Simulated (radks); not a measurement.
Initial-state core-level shifts of neutral silver when its valence configuration changes from [Kr] 4d10 5s1. Method: scalar-relativistic Kohn-Sham, PBE, spin-polarised, spherical densities, finite nucleus; open shells are filled with parallel spins first (spin-orbit coupling, left out, can overturn this in heavy ions); Fermi nuclear charge, rms radius 4.5454 fm; computed with a radial shooting solver on a logarithmic mesh with Libxc functionals. Shifts are changes of the shell-averaged eigenvalues in eV (positive: less bound); the change of the density at the nucleus, which sets a Mossbauer isomer shift, is in e/bohr^3, on a base of 1.494e+05.

valence                2p       3p       3d       4s  density at nucleus
4d9.5 5s1.5        -2.211   -2.188   -2.197   -2.047              +11.96
4d9.5 5s1 5p0.5    -3.069   -3.058   -3.065   -2.945               +3.54
4d10 5s0.5 5p0.5   -1.005   -1.017   -1.014   -1.049               -8.22
4d8 5s1 5p2       -12.346  -12.221  -12.265  -11.429              +15.51
4d8 5s0.5 5p2.5   -13.047  -12.932  -12.975  -12.149               +2.66
4d9 5s2            -4.550   -4.494   -4.514   -4.173              +25.63
4d8.5 5s1.5 5p1    -8.602   -8.518   -8.548   -7.996              +22.03
4d9 5s1 5p1        -6.106   -6.072   -6.088   -5.789               +7.25
4d10 5p1           -1.893   -1.917   -1.912   -1.981              -17.20
